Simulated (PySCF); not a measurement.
Gas-phase reaction: 3 SnO₂ + SnH₂ → 2 Sn₂O₂ + 2 OH

Computed with PySCF (xtb for GFN2) and rigid-rotor harmonic-oscillator thermochemistry at 1 bar. † marks an energy on the PBE0/def2-TZVP geometry and frequencies; other levels use their own. Open shells (unrestricted): OH (multiplicity 2, electronic degeneracy 4); the rest are closed-shell singlets. GFN2 has no spin-polarisation term. Spin-orbit splitting is ignored; it lowers the true energy and changes the entropy of OH. Sn: scalar-relativistic def2 core potential, no spin-orbit coupling. SnO₂, SnH₂, Sn₂O₂: computed as isolated molecules; such fragments, hydroxides, amides, oligomers or adducts are transient or little studied in the gas. The harmonic model lacks anharmonicity and excited electronic states, which grow with temperature; levels with a mode under 35 cm⁻¹ are left out.

```tsv
level	ΔE electronic, kJ	ΔH°(298 K), kJ	ΔS°(298 K), J/K	ΔG°(2000 K), kJ
GFN2-xTB	-283	-268	-7	-254
M06-2X/def2-TZVP†	-875	-861	-1	-857
PBE/def2-SVP	-711	-697	0	-694
PBE0/def2-QZVP†	-813	-799	-1	-795
PBE0/def2-SVP†	-903	-889	-1	-885
PBE0/def2-TZVP	-805	-790	-1	-786
LDA/def2-TZVP†	-644	-630	-1	-626
ωB97M-V/def2-TZVP†	-854	-840	-1	-835
```
ΔH° is lowest at PBE0/def2-SVP† and highest at GFN2-xTB. No reference value is set beside these.
